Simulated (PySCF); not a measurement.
# Core-level binding energies of `BN([SiH3])[SiH3]`

Compound: BH₈NSi₂.
Z-matrix (Å and degrees, PBE0-D3(BJ)/def2-SVP geometry), rows numbered from 1:
```
B 
N   1  1.4142
Si  2  1.7746  1  120.47
Si  2  1.7740  1  120.44  3  -179.98
H   1  1.2114  2  119.85  3     0.07
H   1  1.2115  2  119.89  3  -179.92
H   3  1.4943  2  109.48  1   120.16
H   3  1.4870  2  109.24  1    -0.89
H   3  1.4944  2  109.38  1  -121.91
H   4  1.4870  2  109.16  1    -1.67
H   4  1.4943  2  109.51  1   119.37
H   4  1.4944  2  109.35  1  -122.67
```

Computed, not measured: delta-SCF UKS SCAN, pcX-2 on the ionised atom, pcseg-1 elsewhere, spin-free X2C in PySCF 2.14.0. These are vertical core ionisation energies against the vacuum level, from separate self-consistent calculations with and without the core hole.

**Question.** List the computed XPS lines with their assignment.

**Answer.** 
```
atom(s)                      environment     level  binding energy (eV)  2p1/2 (eV)  count
Si3/Si4                     SiH3 silicon  Si 2p3/2               107.34      107.96      2
     B1           three-coordinate boron      B 1s               195.69           –      1
     N2  nitrogen bridging silicon atoms      N 1s               404.45           –      1
Si3/Si4                     SiH3 silicon     Si 1s              1847.18           –      2
```

**Question.** Which effective nuclear charge Zeff reproduces each element's mean 1s value in the hydrogen-like formula E = 13.606 eV × Zeff²?

**Answer.** B (Z = 5): mean 195.7 eV, Zeff = 3.79, Z − Zeff = 1.21; N (Z = 7): mean 404.5 eV, Zeff = 5.45, Z − Zeff = 1.55; Si (Z = 14): mean 1847.2 eV, Zeff = 11.65, Z − Zeff = 2.35. Means run over the listed sites, weighted by atom count.

Atoms equivalent by their bonding share one computed value, that of the first of them. Spin contamination (⟨S²⟩ against 0.75 for a pure doublet) is marked for B 1s of B1 (0.91), which makes this value less certain. Spin–orbit and ligand-field terms were added within each 2p shell after the spin-free SCF. 2p1/2 minus 2p3/2 (ligand field included): Si 0.62 eV. Geometry: PBE0-D3(BJ)/def2-SVP; no solvent, vibrations or thermal averaging.
